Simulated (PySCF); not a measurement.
Method: B3LYP-D3(BJ)/def2-TZVP // PBE-D3(BJ)/def2-SVP in PySCF. Gas-phase values, no solvent. One relaxed conformer stands for a flexible species; it need not be the lowest. B3LYP has the VWN-RPA correlation part, as in Gaussian. 

Reference species: [Au(CO)(H)] (neutral, multiplicity 1).

The HOMO is -7.67 eV and the charge on the central atom (Mulliken) is 0.14 e.

Changed species: [Au(H2O)(CH3)] (L = H2O, X = CH3; the reference has L = CO, X = H).

Question: Give the shifts of the HOMO and charge on the central atom (Mulliken).

Answer: the HOMO rises by 1.32 eV, to -6.35 eV; the charge on the central atom (Mulliken) falls by 0.09 e, to 0.05 e.
